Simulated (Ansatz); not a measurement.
Total energies of K₂Cl₂ from Ansatz at PBE-D4/def2-TZVP, gas phase (1 Eh = 27.2114 eV = 2625.5 kJ/mol). The reference geometry is relaxed at PBE0-D4/def2-TZVP.

Cartesian coordinates in Å:
```
K 1.434 -1.008 -0.887
K -1.434 1.008 0.887
Cl -1.182 -0.150 -1.744
Cl 1.182 0.150 1.744
```

```
                 state                      geometry  energy (Eh)
      charge 0 singlet                     reference  -2119.68041
      charge 1 doublet                     reference  -2119.37540
      charge 0 triplet  relaxed at PBE0-D4/def2-TZVP  -2119.53820
      charge 0 quintet  relaxed at PBE0-D4/def2-TZVP  -2119.31484
 free K atom (doublet)                             –   -599.69080
free Cl atom (doublet)                             –   -459.95840
```

Q: Work out the vertical ionisation energy to the doublet.

A: E(charge 1 doublet) − E(charge 0 singlet) = -2119.37540 − (-2119.68041) = 0.30501 Eh = 8.30 eV. For comparison, −ε of the highest occupied level is 5.41 eV at this level, 2.89 eV less.

Q: Which of the charge 0 states is lowest, and how far above it are the others?

A: The singlet. triplet: -2119.53820 − (-2119.68041) = 0.14221 Eh = 373.4 kJ/mol; quintet: -2119.31484 − (-2119.68041) = 0.36557 Eh = 959.8 kJ/mol. The quintet has fallen apart, so its energy is that of loose fragments and no spin gap. The triplet differs in its bonds from the reference. The quintet differs in its bonds from the reference.

Q: What is the binding energy per atom against free atoms?

A: Atoms: 2 × (-599.69080) + 2 × (-459.95840) = -2119.29840 Eh. Binding: -2119.29840 − (-2119.68041) = 0.38201 Eh = 10.40 eV, or 2.60 eV for each of 4 atoms (no zero-point energy, no counterpoise term).

At PBE-D4/def2-TZVP the gap within one spin of the charge 1 doublet nearly closes, so an electron or hole may be smeared out by delocalisation error. 

The structure comes from a short search, and lower isomers may exist.
